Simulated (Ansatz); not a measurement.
Harmonic frequencies (cm⁻¹) at PBE0-D4/def2-TZVP from Ansatz: 47, 75, 110, 203, 305, 331, 395, 484, 602, 640, 667, 728, 733, 766, 780, 836, 926, 1122, 1191, 1432, 1934, 1937, 1953, 2201, 2227, 3089, 3152.

Each molecule was computed in one conformer, which needn't be the lowest.

Which molecule is it?
A. `ClC[SiH2][SnH3]`
B. `[CH3][SnH]([SiH3])[Cl]`
C. `C[SiH](Cl)[SnH3]`
D. `[SiH3]CCBr`

A.
